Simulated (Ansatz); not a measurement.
Single points on Al(H2O)F3 (AlOF3H2).

```yaml
crystal:
  periodic: [false, false, false]
  atoms:
    - {symbol: Al, position_ang: [-0.017430, 0.028402, -0.834042]}
    - {symbol: O, position_ang: [-0.158045, 0.264021, 1.094406]}
    - {symbol: H, position_ang: [-0.610641, -0.499424, 1.483620]}
    - {symbol: H, position_ang: [0.725058, 0.315570, 1.489854]}
    - {symbol: F, position_ang: [1.649549, 0.017909, -0.855228]}
    - {symbol: F, position_ang: [-0.788670, 1.317571, -1.532852]}
    - {symbol: F, position_ang: [-0.799822, -1.444050, -0.845759]}
basis:
  gaussian: {orbitals: def2-TZVPP, initial_orbitals: start.molden}
correlation: {method: ccsd_t}
scf: {omitted_lower_state_checks: [starts]}
output: {orbitals: {seedname: orbitals}}
```

The file start.molden holds the orbitals of an earlier run on this structure, at another level or in another basis.

```sh
$ ansatz run in.yaml --threads 4 --pin off --events-out ev --progress --plain --max-ram 3916MiB
```

Output, abridged:

```
Functional definition: HF
  name "HF"
  cite "Fock, Z. Phys. 61, 126 (1930) doi:10.1007/BF01340294"
  parent pbe
  exchange = exact_x
  correlation = 0
these checks for a lower state are left out or cut short: starts
1238 factors; integrals over basis functions are off by at most 9.9e-4 eV
mean field evaluation 1: about -16780.9434 eV, gradient 3.3e1 eV
mean field evaluation 2: about -16781.7914 eV, gradient 1.0e0 eV
mean field evaluation 4: about -16782.0176 eV, gradient 7.0e-3 eV
mean field evaluation 8: about -16782.0176 eV, gradient 9.3e-7 eV
mean field -16782.01764738 eV, -616.7277732810 hartree, gradient 7.0e-6 eV, S^2 0.000000; 0 other end points of the search recorded, 0 dependent functions left out
9 core orbitals not correlated: weight in the atoms' cores, before any rotation towards them, 1.000 or more for the frozen orbitals, at most 0.000 for the correlated occupied ones
reference -16782.01764738 eV, -616.7277732810 hartree; 16, 16 occupied and 169, 169 virtual orbitals, 1238 factors
second order -29.58901649 eV of doubles, -0.00000000 eV of singles
cycle   1  -29.08300214 eV  change    5.1e-1 eV  update   1.0e-1
cycle   2  -29.59674800 eV  change   -5.1e-1 eV  update   2.8e-2
cycle   3  -29.72528047 eV  change   -1.3e-1 eV  update   1.3e-2
cycle   4  -29.70860010 eV  change    1.7e-2 eV  update   2.7e-3
cycle   5  -29.70560970 eV  change    3.0e-3 eV  update   1.0e-3
cycle   6  -29.70636910 eV  change   -7.6e-4 eV  update   3.0e-4
cycle   7  -29.70635862 eV  change    1.0e-5 eV  update   9.9e-5
cycle   8  -29.70627464 eV  change    8.4e-5 eV  update   3.2e-5
cycle   9  -29.70626175 eV  change    1.3e-5 eV  update   9.5e-6
perturbative correction -0.82196206 eV, -0.0302065485 hartree
Total energy: -16812.54587118 eV, -617.8496648131 hartree
Checks for a lower state left out: starts
```

It took 56 s on 4 threads of Arm Neoverse V2 on a shared host, peak host memory 2.4 GiB.

Geometry: PBE0-D4/def2-SVP.

Correlated methods freeze 9 core orbitals.
